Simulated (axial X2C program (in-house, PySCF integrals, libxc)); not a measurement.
**LiBr⁺: cheaper levels and CCSD(T), two-component**

All values were computed with an in-house relativistic program for diatomic molecules. Two-component (2c) means X2C with spin–orbit coupling and atomic mean-field two-electron Coulomb and Gaunt terms. Basis: Br dyall-cv3z [8s9p6d4f1g], Li dyall-cv3z [7s8p2d] (cores contracted in-house); Gaussian nuclei, density fitting, unrestricted open shells. Masses: Br 78.918 u, Li 7.016 u.

State: Ω = 3/2 (⟨Sz⟩ = 0.50, ⟨Lz⟩ = 1.00 at HF); fragments Br + Li+.

```json
{"level": "PBE0", "Re (Å)": "2.512", "ωe (cm⁻¹)": "306.9", "De (eV)": "0.636"}
{"level": "HF", "Re (Å)": "2.551", "ωe (cm⁻¹)": "292.1", "De (eV)": "0.424"}
{"level": "MP2", "Re (Å)": "2.557", "ωe (cm⁻¹)": "288.2", "De (eV)": "0.566"}
{"level": "CCSD", "Re (Å)": "2.556", "ωe (cm⁻¹)": "289.4", "De (eV)": "0.557"}
{"level": "TPSSh", "Re (Å)": "2.519", "ωe (cm⁻¹)": "305.4", "De (eV)": "0.637"}
```

Correlated methods: 7 electrons correlated (number of frozen shells: Br 3 s, 2 p, 1 d; Li 1 s), 187 virtual spin orbitals or spinors in MP2, 59 natural virtuals in coupled cluster.

CCSD(T), same Hamiltonian and basis:

Re = 2.557 Å, ωe = 289.0 cm⁻¹, De = 0.57 eV; T1 = 0.004 (Lee–Taylor normalisation).

Q: Give the differences from CCSD(T) in the columns below.

A: 

```
level  ΔRe (Å)  Δωe (cm⁻¹)  ΔDe (eV)
 PBE0   -0.045        17.9      0.07
   HF   -0.006         3.1     -0.15
  MP2    0.000        -0.8      0.00
 CCSD   -0.001         0.4     -0.01
TPSSh   -0.038        16.4      0.07
```

The state is one determinant whose occupation by symmetry is held fixed; it was picked as the lowest of a PBE0 search that is not exhaustive. Dissociation energies refer to the lowest single-determinant-based atoms at the same level and basis. Density functionals use the spin component along the axis (collinear). CCSD and (T) use frozen natural virtuals with an MP2 correction for the truncation; (T) itself is uncorrected, so its De runs slightly low. The functionals have no current-density term, which raises determinants with orbital currents, atoms included. The atomic limit has a lower orbital projection than the molecule and lies lower at mean-field level, so De may be about a tenth of an eV too small.
